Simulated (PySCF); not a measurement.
**Be: excitation energy**

Be [He] 2s2 (1S) → Be [He] 2p2 (3P), as a difference of total energies. All numbers are calculated (PySCF 2.14, scalar relativity by spin-free X2C-1e, in x2c-QZVPPall with one added diffuse shell each of s, p type (8s5p2d1f, 40 functions)). Correlated levels: valence: 1s2 frozen; valence and next inner shell: nothing frozen. The calculations carry no spin-orbit coupling.

| method | excitation energy (eV) | error (eV) |
| --- | --- | --- |
| UHF | 6.444 | -0.957 |
| LDA | 5.962 | -1.439 |
| PBE | 5.936 | -1.465 |
| PBE0 | 6.222 | -1.179 |
| r2SCAN | 6.051 | -1.350 |
| BP86 | 6.009 | -1.392 |
| M06-2X | 6.753 | -0.648 |
| MN15 | 6.432 | -0.969 |
| wB97X | 6.634 | -0.767 |
| MP2 (valence) | 7.056 | -0.345 |
| SCS-MP2 (valence) | 7.320 | -0.081 |
| MP2 (valence and next inner shell) | 7.028 | -0.373 |
| SCS-MP2 (valence and next inner shell) | 7.303 | -0.098 |

Reference: 7.401 eV (measured; NIST levels, between the centres of gravity of the two terms).

Errors of the correlated levels include the incompleteness of this basis and the frozen core.
